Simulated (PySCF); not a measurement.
CH₅NOSi.
Z-matrix (Å and degrees, PBE0-D3(BJ)/def2-SVP geometry), rows numbered from 1:
```
O 
C   1  1.2101
N   2  1.3604  1  122.71
Si  3  1.7766  2  118.69  1    -0.07
H   2  1.1162  1  122.70  3   179.96
H   3  1.0138  2  117.86  1   179.95
H   4  1.4876  3  111.03  2    61.89
H   4  1.4922  3  104.04  2  -179.93
H   4  1.4876  3  110.98  2   -61.76
```

Computed, not measured: core-valence-separated Tamm–Dancoff BHandHLYP/aug-pcX-1 (pcseg-1 on H, def2-SVPD on Si) in PySCF, non-relativistic, gas phase, PBE0-D3(BJ)/def2-SVP geometry. No empirical shift is added; at this level the pattern usually sits a few eV under experiment.

Task: List the oxygen K-edge absorption lines.

Result: 
| E (eV) | f | core hole on | main final orbital | polarisation |
| --- | --- | --- | --- | --- |
| 529.35 | 0.0435 | O1 | LUMO+1 (80 %) | normal to the local trigonal plane |
| 533.10 | 0.0051 | O1 | LUMO (82 %) | in the local trigonal plane |
| 533.87 | 0.0022 | O1 | LUMO+4 (51 %) | in the local trigonal plane |
| 533.91 | 0.0008 | O1 | LUMO+2 (82 %) | – |
| 534.46 | 0.0023 | O1 | LUMO+3 (37 %) | in the local trigonal plane |
| 534.62 | 0.0002 | O1 | LUMO+5 (75 %) | – |
| 534.85 | 0.0021 | O1 | LUMO+6 (43 %) | in the local trigonal plane |

The first line with a tenth or more of the strongest one's intensity is at 529.35 eV (f = 0.044), with the hole on O1 (amide oxygen), polarised normal to the local trigonal plane: a 1s→π* resonance. It is also the strongest listed.

Task: List the carbon K-edge absorption lines.

Result: 
```csv
E (eV),f,core hole on,main final orbital,polarisation
284.59,0.0837,C2,LUMO+1 (70 %),normal to the local trigonal plane
288.49,0.0214,C2,LUMO (58 %),in the local trigonal plane
289.55,0.0031,C2,LUMO+2 (51 %),in the local trigonal plane
290.33,0.0008,C2,LUMO+4 (48 %),–
290.38,0.0053,C2,LUMO+5 (73 %),normal to the local trigonal plane
290.74,0.0001,C2,LUMO+4 (42 %),–
290.94,0.0037,C2,LUMO+6 (86 %),in the local trigonal plane
```

The first line with a tenth or more of the strongest one's intensity is at 284.59 eV (f = 0.084), with the hole on C2 (amide carbonyl carbon), polarised normal to the local trigonal plane: a 1s→π* resonance. It is also the strongest listed.

Task: What does the N 1s absorption edge look like?

Result: 
| E (eV) | f | core hole on | main final orbital |
| --- | --- | --- | --- |
| 399.53 | 0.0219 | N3 | LUMO+1 (81 %) |
| 399.84 | 0.0168 | N3 | LUMO (79 %) |
| 401.04 | 0.0245 | N3 | LUMO+2 (53 %) |
| 401.91 | 0.0161 | N3 | LUMO+3/LUMO+5 (2 roots, f summed) |
| 402.45 | 0.0033 | N3 | LUMO+6 (33 %) |
| 402.74 | 0.0004 | N3 | LUMO+6 (32 %) |

The first line with a tenth or more of the strongest one's intensity is at 399.53 eV (f = 0.022), with the hole on N3 (amide nitrogen). The strongest listed is at 401.04 eV (f = 0.025; N3).

Roots within 0.03 eV whose holes lie on the same, on equivalent or on shared atoms are summed into one line, and the highest roots are left out, as the search may have cut off their partners. Final orbitals are the ground state's empty Kohn–Sham orbitals. A dash: too weak, shared between unlike atoms, or no plane or axis to refer to.

Task: What length of transition dipole belongs to the line at 529.35 eV?

Result: From f = (2/3) ΔE |μ|² in atomic units, with ΔE = 19.453 Eh and f = 0.0435: |μ| = 0.058 au = 0.15 D.

The ionisation thresholds weren't computed; near and above them a finite basis only mimics Rydberg series and continuum.

One conformer stands for the species.
